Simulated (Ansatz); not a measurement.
Calculated with Ansatz (gas phase, PBE0-D4/def2-TZVP geometries, no zero-point term in ΔE). CCSD(T)/CBS is the MP2 limit (def2-TZVPP, def2-QZVPP) plus CCSD(T) − MP2 in def2-TZVPP, frozen cores. This one scheme is used for every species. DFT in def2-TZVPP. For Ga outer-core shells are correlated without core-valence functions, which leaves a few kJ/mol of doubt a bond. Scalar relativity is left out up to krypton. Each species was taken in one conformer, which may not be the lowest.

Consider the ligand exchange at a Ga–S bond: `[SiH3][SiH2][S][GaH2]` + `PP` → `P[PH][GaH2]` + `[SiH3][SiH2]S`.

CCSD(T)/CBS gives +13.3 kcal/mol.

**Question.** Another level gave +12.7 kcal/mol. Which?
A. RPA@PBE/def2-TZVPP
B. PBE-QIDH/def2-TZVPP
C. LDA (SPW92)/def2-TZVPP
D. HF/def2-TZVPP

**Answer.** B. PBE-QIDH 12.7, HF/def2-TZVPP 18.4, RPA@PBE/def2-TZVPP 14.1, LDA (SPW92) 9.9 kcal/mol.

Largest T1 diagnostic among the species: 0.014.

In def2-TZVPP, CCSD(T) changes the Hartree–Fock value by −4.7 kcal/mol (the triples alone add −0.7 kcal/mol) and MP2 by −5.0 kcal/mol. At CCSD(T), def2-SVP lies +3.0 kcal/mol from the extrapolated value and def2-TZVPP +0.4 kcal/mol.

CCSD(T)/CBS has its own doubt, a few kJ/mol and more with outer-core shells, so smaller differences from it don't rank the levels.
